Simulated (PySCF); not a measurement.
**Static response to an electric field**

Compound: C6H11O2P.
Cartesian coordinates in Å at the PBE0-D3(BJ)/def2-SVP level; atoms count from 1:
```
atom  x, y, z in Å
C1    -2.7397    0.0927   -1.5229
C2    -2.6957   -0.3777   -0.1102
C3    -1.7160   -0.2014    0.7898
P4    -0.1577    0.6507    0.5127
O5     0.0054    1.4173   -0.7668
C6     1.1156   -0.6511    0.7478
C7     2.5175   -0.0754    0.6364
C8     3.0007    0.2013   -0.7577
O9     3.1592    0.1681    1.6290
H10   -3.5907    0.7814   -1.6577
H11   -1.8168    0.6084   -1.8164
H12   -2.9261   -0.7594   -2.1974
H13   -3.5791   -0.9335    0.2334
H14   -1.8383   -0.6075    1.8019
H15   -0.0057    1.4168    1.7066
H16    0.9856   -1.1018    1.7429
H17    0.9178   -1.3999   -0.0356
H18    3.1075   -0.7445   -1.3131
H19    2.2398    0.8047   -1.2809
H20    3.9655    0.7220   -0.7253
```

Level: CAM-B3LYP/def2-SVPD (PySCF), static field, nuclei fixed, core orbitals frozen in the response. The polarisability tensor in these axes (au):

```
x   126.55   5.84  13.66
y     5.84  80.90  -1.26
z    13.66  -1.26 102.50
```

Task: Give the principal values, the mean and the anisotropy Δα = √{½[(α1 − α2)² + (α2 − α3)² + (α1 − α3)²]}.

Result: Principal values 79.71, 97.08 and 133.17 au; mean 103.32 au = 15.31 Å³ = 17.03 × 10⁻⁴⁰ C²·m²/J; Δα = 47.24 au (46 % of the mean).

Task: What is the dipole moment, and where does it point?

Result: (-3.23, -3.03, -0.18) D, 4.43 D in size, pointing from the negative to the positive side. Measured along this direction, the outermost atoms are H20 at the negative end and H13 at the positive end.

Task: What would n − 1 = 2πNα be for an ideal gas of these molecules at 350 K and 1 atm, electronic part alone?

Result: N = p/kT = 2.0968 × 10¹⁹ cm⁻³, so n − 1 = 2π × N × 15.31 × 10⁻²⁴ cm³ = 2017 × 10⁻⁶ at long wavelengths.

Task: Molar refractivity from α?

Result: Lorentz–Lorenz: R = (4π/3)N_A α = 2.5225 cm³/(mol·Å³) × 15.31 Å³ = 38.6 cm³/mol, in the limit of long wavelengths.

Task: Form Σ f/ω² (atomic units) for the 10 lowest TDDFT singlets, given as eV and f, and set it beside the mean polarisability, which is this sum over all singlets: 4.45, 0.0032; 6.10, 0.0017; 6.50, 0.2384; 6.78, 0.1151; 6.95, 0.1462; 7.01, 0.0659; 7.20, 0.0201; 7.31, 0.0730; 7.42, 0.0145; 7.60, 0.0265.

Result: They add up to 11.26 au, 10.9 % of the 103.32 au; the largest single term is 4.18 au, from the state at 6.50 eV. Terms in order: 0.12, 0.03, 4.18, 1.85, 2.24, 0.99, 0.29, 1.01, 0.19, 0.34 au. Higher excitations give the rest. The strengths listed sum to 0.705.

Task: Directions of the eigenvectors, and the extent of the frame along each?

Result: Largest value along (0.91, 0.09, 0.40), where the nuclei span 7.41 Å; middle along (-0.38, -0.21, 0.90), 4.75 Å; least along (-0.17, 0.97, 0.15), 3.16 Å. The response follows the extents in order.

Task: What are the principal values of the traceless quadrupole moment, Θ = ½Σq(3rr − r²1), about the centre of nuclear charge?

Result: -12.69, 0.60, 12.08 D·Å. The values depend on the origin, since the dipole doesn't vanish. The electronic extent ⟨r²⟩ about the same centre is 1816 bohr², a root-mean-square distance of 2.55 Å for the 78 electrons.

The structure is a single PBE0-D3(BJ)/def2-SVP conformer in the gas phase; no vibrational or solvent corrections.

The run behind these numbers computed excited states and ΔSCF ions as well. Time: 16 min of wall time (with the writing of density and orbital grids); peak memory 1.5 GiB. Hardware: an Arm Neoverse N1 with one thread, no GPU, on a shared host.
